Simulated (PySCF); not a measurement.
A calculated (r2SCAN, PySCF 2.14, cc-pVDZ, the non-relativistic Hamiltonian (point nucleus)) atom or ion has these occupied shells.

```tsv
shell	electrons	orbital energy (eV)	rms radius, mean of both spins (bohr)
1s α	1	-406.62	0.266
1s β	1	-405.11	0.266
2s α	1	-34.800	1.39
2s β	1	-30.375	1.39
2p α	2	-22.855	1.40
```

Task: Name the element and its charge.

Result: N+ (nitrogen, charge +1), in [He] 2s2 2p2, high-spin 3P determinant.
